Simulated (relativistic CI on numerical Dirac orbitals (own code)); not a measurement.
**Ni4+: resonant inelastic scattering at the M2,3 edge**

Computed with this model: Dirac-Coulomb-Breit CI, separate exchange-only KLI orbitals for each configuration, model QED (radiative potential, 1s self-energy scaled to tabulated hydrogen-like ionisation energies), valence Slater integrals scaled by 0.9, Kramers-Heisenberg scattering through one core-hole configuration in a parametric crystal field; configurations [Ar] 3d6 → [Ne] 3s2 3p5 3d7; 300 K; core-hole width 0.48 eV; summed over polarisations. Incident energies are the highest absorption maxima for each field (at most a few, so the weaker spin-orbit partner edge can be absent), on the computed scale of the free ion. Intensities are in per cent of the strongest line above 0.02 eV; levels within 1 cm⁻¹ are merged; final levels count from the ground level, the first row holds all elastic scattering, lines under 0.4 are left out and each table stops after 24 rows. The scale of the Slater integrals is a model choice and moves the terms in proportion.

Field parameters in Wybourne normalisation: D3d B²₀ = −7Dσ, B⁴₀ = −14Dq − 21Dτ, B⁴₃ = −14√(10/7) Dq; Oh B⁴₀ = 21Dq, B⁴₄ = √(5/14) B⁴₀. The field is a parameter set, without covalency.

S is read from ⟨S²⟩ = S(S + 1).

D3d, 10Dq = 33150, Dσ = -790, Dτ = -170 cm⁻¹:

```tsv
Final level (eV)	Degeneracy	Irrep	S	74.1 eV	80.1 eV	88.6 eV
0.000	1	A1	0.02	39.7	194.5	41.2
2.123	2	E	1.11	0.5	2.6	1.0
2.128	2	E	1.15	1.0	7.7	0.2
2.141	1	A2	1.24	0.6	0.4	0.1
2.142	1	A1	1.20	0.8	6.4	1.3
2.293	2	E	1.72	1.7	1.6	0.1
2.320	1	A1	1.64	1.0	2.1	0.7
2.407	2	E	1.81	1.2	2.4	0.1
2.426	1	A1	1.60	0.4	2.9	1.0
2.431	2	E	1.65	1.3	1.3	0.1
2.466	2	E	1.85	0.7	0.2	0.1
2.519	1	A1	1.81	0.2	2.5	0.7
2.863	2	E	1.95	0.8	0.4	0.0
2.873	1	A1	1.94	0.6	0.4	0.2
3.229	2	E	1.01	0.7	0.3	1.8
3.274	2	E	1.02	0.8	1.2	1.2
3.327	1	A1	1.01	0.5	0.8	0.3
3.401	2	E	1.00	0.9	3.4	1.2
3.407	1	A2	0.99	0.1	0.6	0.1
3.598	2	E	0.14	1.8	84.0	90.7
3.805	1	A2	0.08	0.4	43.2	42.2
5.688	2	E	0.07	3.1	1.0	100.0
5.744	1	A1	1.00	0.6	0.4	1.3
5.745	2	E	0.99	1.2	0.4	3.5
```

Oh, 10Dq = 28900 cm⁻¹:

| Final level (eV) | Degeneracy | Irrep | S | 73.4 eV | 79.4 eV | 88 eV |
| --- | --- | --- | --- | --- | --- | --- |
| 0.000 | 1 | A1 | 0.03 | 20.6 | 122.5 | 34.8 |
| 1.608 | 2 | E | 1.84 | 0.1 | 0.9 | 0.5 |
| 1.643 | 1 | A1 | 1.81 | 0.1 | 2.3 | 0.7 |
| 1.662 | 3 | T2 | 1.73 | 0.2 | 0.5 | 0.8 |
| 1.834 | 2 | E | 1.23 | 1.0 | 4.1 | 2.5 |
| 1.875 | 3 | T2 | 1.41 | 0.0 | 1.0 | 1.9 |
| 1.959 | 3 | T1 | 1.31 | 3.3 | 0.4 | 2.2 |
| 2.017 | 1 | A1 | 1.27 | 0.5 | 5.5 | 2.4 |
| 2.773 | 3 | T1 | 0.98 | 0.8 | 0.0 | 1.2 |
| 2.795 | 2 | E | 1.01 | 0.8 | 0.4 | 0.0 |
| 2.860 | 3 | T2 | 1.00 | 0.7 | 0.7 | 0.5 |
| 3.244 | 3 | T1 | 0.08 | 1.7 | 63.7 | 100.0 |
| 5.025 | 2 | E | 1.09 | 2.3 | 0.1 | 3.0 |
| 5.042 | 1 | A1 | 1.20 | 0.5 | 0.6 | 2.0 |
| 5.044 | 3 | T1 | 1.15 | 0.8 | 0.7 | 6.7 |
| 5.045 | 3 | T2 | 1.05 | 0.3 | 1.2 | 10.6 |
| 5.186 | 3 | T2 | 0.24 | 2.3 | 0.8 | 82.7 |
| 5.263 | 3 | T2 | 1.89 | 0.1 | 0.0 | 6.2 |
| 5.277 | 3 | T1 | 1.83 | 0.6 | 0.7 | 1.2 |
| 5.293 | 1 | A1 | 1.84 | 0.5 | 0.4 | 0.7 |
| 5.347 | 3 | T2 | 1.02 | 0.0 | 2.5 | 5.0 |
| 5.348 | 3 | T1 | 1.07 | 0.7 | 2.8 | 0.8 |
| 5.359 | 2 | E | 1.07 | 0.2 | 1.3 | 0.3 |
| 5.775 | 3 | T2 | 1.00 | 0.1 | 8.3 | 4.6 |

For the first field the strongest loss at the lowest incident energy is the level at 5.69 eV (S = 0.07, against 0.02 in the thermal ground state).
